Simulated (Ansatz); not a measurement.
The cluster Cu₈Te₄, relaxed as a singlet with RKS PBE-D4/def2-SVP in Ansatz, starting from the GFN1-xTB geometry. Force threshold 0.03 eV/Å.

In the def2 sets Te takes a core potential; there is no spin–orbit coupling. Another isomer (singlet) lies 0.38 eV lower at PBE0-D4/def2-TZVP; other spin states weren't run for this one.

Start:

Cartesian coordinates in Å:
```
Cu 1.359 -1.260 1.050
Cu -0.318 1.122 -2.603
Cu -0.984 -2.019 0.633
Cu 1.235 1.399 0.997
Cu -0.922 0.127 1.914
Cu 1.392 0.016 -1.212
Cu -1.037 1.490 -0.277
Cu -1.135 -0.921 -1.510
Te 1.246 0.093 3.131
Te 0.915 -2.477 -1.163
Te -2.869 -0.180 0.273
Te 1.118 2.611 -1.233
```

```csv
step,energy (eV),largest force component (eV/Å),SCF passes
1,-386214.4167,0.443,41
2,-386214.5684,0.230,25
3,-386214.6006,0.036,25
4,-386214.6026,0.016,25
```

Force components are those of the run's own axes.

End:

```xyz
12

Cu    1.2831   -1.2206    1.0273
Cu   -0.3293    1.1029   -2.6233
Cu   -0.9962   -2.0353    0.6320
Cu    1.2187    1.3833    0.9920
Cu   -0.8742    0.0904    1.8492
Cu    1.2897    0.0510   -1.1425
Cu   -0.9472    1.4105   -0.2902
Cu   -1.0668   -0.8682   -1.4152
Te    1.2638    0.0957    3.1649
Te    0.9248   -2.5013   -1.1912
Te   -2.9032   -0.1749    0.2670
Te    1.1368    2.6664   -1.2699
```

By distances, no bond broke or formed. The bond that changes most is Cu4–Te12, from 2.54 to 2.60 Å (atoms count from 1).

No frequencies were taken in this run, so the end may be a saddle point.

Run time 28 s (2 threads of AMD EPYC 7R13 on a shared host and a share (18 GiB) of an NVIDIA H100 80GB HBM3), peak host memory 1.1 GiB.
